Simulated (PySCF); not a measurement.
Magnetic susceptibility: `C#C[C-](F)[SH](=O)=O`, [C3H2FO2S]-, charge -1

Geometry (Å), atoms numbered from 1 in this order:
```xyz
9

C     2.300    0.050   -0.312
C     1.169    0.470   -0.283
C    -0.060    1.129   -0.153
F    -0.578    1.594   -1.393
S    -1.253    0.045    0.503
O    -2.567    0.653    0.576
O    -0.765   -0.560    1.728
H     3.269   -0.355   -0.323
H    -1.500   -1.127   -0.368
```

Total charge -1.

Theory: GIAO B97-2/aug-pcSseg-1 magnetisability, rotational g tensor and spin-rotation constants, non-relativistic, gas phase (PySCF). Geometry: GFN2-xTB.

For an ion the centre-of-mass motion in the field is neglected.

Q: What are the magnetisability and the molar susceptibility?

A: Isotropic -986 × 10⁻³⁰ J/T², or -59.4 × 10⁻⁶ cm³/mol; principal values -1043, -993, -922 × 10⁻³⁰ J/T², anisotropy 105 × 10⁻³⁰ J/T² (root of half the summed squared differences of the principal values). The susceptibility is in cgs units.

Q: Split it along the inertial axes a, b, c into diamagnetic and paramagnetic parts about the centre of mass, with the quadrupole moment.

A: 
| axis | χ (10⁻⁶ cm³/mol) | diamagnetic (10⁻⁶ cm³/mol) | paramagnetic (10⁻⁶ cm³/mol) | summed x² of all electrons (Å²) | quadrupole Θ (D Å) |
| --- | --- | --- | --- | --- | --- |
| a | -56.3 | -389.5 | 333.1 | 146.4 | -7.03 |
| b | -62.0 | -688.1 | 626.2 | 76.0 | -2.68 |
| c | -59.8 | -943.6 | 883.8 | 15.8 | +9.71 |

Anisotropies 2χaa − χbb − χcc = +9.1 and 2χbb − χaa − χcc = -7.9 × 10⁻⁶ cm³/mol. Θ is traceless in Buckingham's convention.

Q: And the rotational g tensor?

A: 
```csv
axis,rotational constant (GHz),g,nuclear part,electronic part
a,3.7282,-0.0740,0.5095,-0.5835
b,1.9399,-0.0357,0.5350,-0.5707
c,1.3244,-0.0303,0.5196,-0.5499
```
Asymmetric top; isotopes 12C, 19F, 1H, 16O, 32S; no vibrational averaging.
